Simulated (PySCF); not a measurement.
Spin states of CaGa⁺

Unrestricted PBE0; Ca pcseg-1, Ga pcseg-1; no relativity (PySCF 2.14). Outer shells of the fragments: Ca 4s2; Ga+ 3d10 4s2.

Followed along the bond (rough minima from three points):

| 2Ms+1 | unpaired | ⟨S²⟩ at the start | R at minimum (Å) | Te (eV) |
| --- | --- | --- | --- | --- |
| 1 | none | 0.00 | 3.48 | 0.00 |
| 3 | σ ↑, π ↑ | 2.00 | 2.99 | 0.59 |
| 3 | σ ↑↑ | 2.00 | 3.70 | 0.74 |
| 1 | σ ↑, π ↓ | 1.01 | 2.98 | 0.85 |
| 3 | π ↑↑ | 2.01 | none in the scan | ≤ 1.33 |

Solutions found at the starting distance of 2.895 Å, counted from the lowest of them; the search is not exhaustive and high or unbound solutions are not listed, so other states can lie among these:

| 2Ms+1 | unpaired | term | E (eV) | ⟨S²⟩ | ⟨Lz²⟩ | μ (D) |
| --- | --- | --- | --- | --- | --- | --- |
| 1 | none | ¹Σ⁺ | 0.00 | 0.00 | 0.00 | -6.58 |
| 3 | σ ↑, π ↑ | ³Π | 0.18 | 2.00 | 1.00 | -8.37 |
| 1 | σ ↑, π ↓ | mixed | 0.44 | 1.01 | 1.01 | -8.04 |
| 3 | σ ↑↑ | ³Σ⁺ | 0.72 | 2.00 | 0.00 | -3.90 |
| 3 | π ↑↑ | ³Σ⁻ | 1.07 | 2.01 | 0.00 | -9.53 |
| 1 | π ↑↓ | mixed | 1.25 | 1.01 | 2.01 | -9.54 |

A term symbol is given only where ⟨S²⟩ and ⟨Lz²⟩ are close to those of a pure state; real π, δ and φ orbitals otherwise mix terms. A positive dipole points towards Ga; it is taken about the centre of mass and depends on that origin.

Q: Compare the gap between the two lowest followed solutions at the starting distance with the gap between their minima.

A: At PBE0 the second solution (triplet, unpaired electrons σ ↑, π ↑) lies +0.18 eV from the first (singlet, closed shell) at 2.895 Å and +0.59 eV at the minima; the two curves relax by different amounts, since their minima lie near 2.99 and 3.48 Å.
